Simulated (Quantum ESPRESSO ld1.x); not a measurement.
The numbers below are computed, except where a source is named.
Problem. The aim is neutral strontium in [Kr] 5s2. This ld1.x (Quantum ESPRESSO 7.5) run was made with `OMP_NUM_THREADS=1 ld1.x < ld1.in > ld1.out`. Can the result be used? Name any fault.

```
 &input
    zed=38.0,
    iswitch=1,
    rel=0,
    dft='BLYP',
    config='[Kr] 5s2 6p4',
    prefix='ld1',
    max_out_wfc=37,
    file_charge='ld1.rho',
 /
```

Output (excerpt):

```
     Program LD1 v.7.5 starts

     Message from routine scf:
     warning: convergence not achieved
     --------------------------- All-electron run ----------------------------

     atomic number is 38.00
     dft =BLYP   lsd =0 sic =0 latt =0  beta=0.20 tr2=1.0E-14
     Exchange-correlation= BLYP
                           (   1   3   1   3   0   0   0)
     mesh =1907 r(mesh) = 100.52574 a.u. xmin = -7.00 dx = 0.00800
     1 Ry =  13.60569312 eV

     n l     nl                  e(Ry)          e(Ha)          e(eV)
     1 0     1S 1( 2.00)     -1147.5422      -573.7711    -15613.1073
     2 0     2S 1( 2.00)      -153.0382       -76.5191     -2082.1908
     2 1     2P 1( 6.00)      -139.4364       -69.7182     -1897.1285
     3 0     3S 1( 2.00)       -23.4271       -11.7135      -318.7414
     3 1     3P 1( 6.00)       -18.4509        -9.2254      -251.0368
     4 0     4S 1( 2.00)        -2.7277        -1.3638       -37.1118
     4 1     4P 1( 6.00)        -1.5014        -0.7507       -20.4281
     3 2     3D 1(10.00)        -9.4383        -4.7192      -128.4151
     5 0     5S 1( 2.00)        -0.4519        -0.2259        -6.1481
     6 1     6P 1( 4.00)        -0.4678        -0.2339        -6.3647

     final scf error:      NaN reached in 201 iterations

     Etot =            NaN Ry,            NaN Ha,            NaN eV

     Ekin =            NaN Ry,            NaN Ha,            NaN eV
     Encl =            NaN Ry,            NaN Ha,            NaN eV
     Eh   =            NaN Ry,            NaN Ha,            NaN eV
     Exc  =            NaN Ry,            NaN Ha,            NaN eV
```

Solution. No (not converged). The line at issue: config='[Kr] 5s2 6p4'. The string holds 42 electrons for Z = 38, so the species has charge -4 and is not the one meant. The extra electrons are not bound, and the cycle does not converge. The sound input gives -3133.415 hartree.
